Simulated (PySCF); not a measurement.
## Bonding in `C[S+](C)[BH2-]SC(F)(F)F`

Species: C3H8BF3S2.
SMILES with atom numbers: `[CH3:1][S+:2]([CH3:3])[BH2-:4][S:5][C:6]([F:7])([F:8])[F:9]` (hydrogens: H10, H11, H12 on C1; H13, H14, H15 on C3; H16, H17 on B4)

Cartesian coordinates in Å at the PBE0-D3(BJ)/def2-SVP level; atoms count from 1:
```xyz
17
C3H8BF3S2 angstrom
C     -1.4638    1.4316   -0.1337
S     -0.6220   -0.0454   -0.7159
C     -1.9636   -1.2431   -0.7208
B      0.4184   -0.6141    0.8729
S      1.6472    0.7554    1.2757
C      2.9558    0.4030    0.0864
F      3.5661   -0.7594    0.3067
F      3.8790    1.3609    0.1528
F      2.5074    0.3661   -1.1759
H     -2.0209    1.2096    0.7873
H     -0.6680    2.1575    0.0834
H     -2.1261    1.8171   -0.9199
H     -2.7011   -0.9724   -1.4881
H     -2.4262   -1.2929    0.2749
H     -1.5165   -2.2155   -0.9665
H     -0.4024   -0.6812    1.7694
H      0.9147   -1.6633    0.5199
```

Bond orders from the PBE0/pcSseg-1 density (PySCF). The structure is a single PBE0-D3(BJ)/def2-SVP conformer in the gas phase; no vibrational or solvent corrections.

Task: Where do the orders between heavy atoms depart from those drawn in the SMILES?

Result: The largest departure is 0.383, at S2–B4 (drawn single, 0.617). Drawn single, order below 0.88: S2–B4 (0.617) and B4–S5 (0.874). The SMILES, with its formal charges, is one Lewis structure only.

Task: Set the Mayer orders of the bonds beside their lengths.

Result: 
| bond | drawn as | length (Å) | Mayer order |
| --- | --- | --- | --- |
| C1–S2 | single | 1.797 | 0.971 |
| S2–C3 | single | 1.799 | 0.971 |
| S2–B4 | single | 1.982 | 0.617 |
| B4–S5 | single | 1.884 | 0.874 |
| S5–C6 | single | 1.803 | 1.045 |
| C6–F7 | single | 1.331 | 1.002 |
| C6–F8 | single | 1.332 | 1.013 |
| C6–F9 | single | 1.340 | 0.977 |
| C1–H10 | single | 1.099 | 0.941 |
| C1–H11 | single | 1.099 | 0.935 |
| C1–H12 | single | 1.098 | 0.947 |
| C3–H13 | single | 1.098 | 0.946 |
| C3–H14 | single | 1.099 | 0.940 |
| C3–H15 | single | 1.098 | 0.946 |
| B4–H16 | single | 1.217 | 0.960 |
| B4–H17 | single | 1.213 | 0.966 |

By pair of heavy elements: C–S: lowest C1–S2 and S2–C3 (0.971, 1.797 Å), highest S5–C6 (1.045, 1.803 Å); in 2 of the 3 pairs the longer bond (by over 0.003 Å) has the higher order (by 0.02 or more). B–S: lowest S2–B4 (0.617, 1.982 Å), highest B4–S5 (0.874, 1.884 Å). C–F: lowest C6–F9 (0.977, 1.340 Å), highest C6–F8 (1.013, 1.332 Å). Bonds named together lie within 0.004.

Task: Sum the orders of all bonds at each heavy atom with more than one neighbour and set the sums beside the valence in the SMILES.

Result: C1 3.794 (drawn 4), S2 2.559 (drawn 3), C3 3.803 (drawn 4), B4 3.417 (drawn 4), S5 1.919 (drawn 2), C6 4.037 (drawn 4). Orders between atoms that aren't bonded are not in these sums.

For a closed shell the Mayer order of atoms A and B is Σ (PS)μν (PS)νμ over the basis functions μ on A and ν on B, with P the density and S the overlap matrix.
